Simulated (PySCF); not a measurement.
## [CoO2]-, singlet: computed properties

These are results of PySCF, PBE0, basis Co def2-SVPD, O def2-SVPD (no relativity, density fitting), not measurements.

The structure is a higher-order saddle point with 2 imaginary modes (one degenerate set).

Z-matrix (Å, degrees; charge -1 multiplicity 1):
```
Co
O  1 1.5959
O  1 1.5959 2 180.00
```

- Point group: D∞h
- Bond lengths: Co–O 1.596 Å (×2)
- Bond angles: O–Co–O 180.0°
- Rotational constants: 0.2069 cm⁻¹
- Highest occupied level: -1.11 eV
- Principal quadrupole moments (Buckingham, traceless) about the centre of mass: -15.57, 7.79, 7.79 D Å
- Principal polarisabilities: 37.5, 37.5, 69.9 bohr³
- Dipole moment about the centre of mass: 0.00 D
- Zero-point energy (real modes): 11.5 kJ/mol
- Lowest empty level: 2.77 eV

Harmonic modes (masses in u: Co 58.933, O 15.995):
| symmetry | ω (cm⁻¹) | IR (km/mol, summed over degenerate members) | μ (u) | type |
| --- | --- | --- | --- | --- |
| πu | 131i | – | 21.51 | bend |
| σg+ | 876 | 0.0 | 15.99 | stretch |
| σu+ | 1051 | 393 | 21.51 | stretch |

In D∞h the vibrations span πu + σg+ + σu+. The σg+ mode carries no infrared intensity, as symmetry demands. With a centre of inversion only u modes can be infrared active and only g modes Raman active.

Charges (e); Mulliken and Löwdin values are unreliable with diffuse functions:
```tsv
atom	Mulliken	Löwdin	polar tensor	Mayer order to Co1
Co1	0.90	0.81	0.67	–
O2,3	-0.95	-0.90	-0.84	1.43
```

Mulliken populations on Co1: s 6.83, p 12.08, d 7.18, f 0.00.

Only a few start shapes were tried, so a lower isomer may exist. The lowest empty level of this anion is unbound, so it and the gap depend on the basis. At this level a quintet minimum of D∞h symmetry lies 93 kJ/mol below this structure. At the minimum of this search the closed-shell solution is unstable towards spin polarisation, so a lower open-shell solution exists.

The final relaxation and frequency run took roughly 22 core-seconds on a shared host.
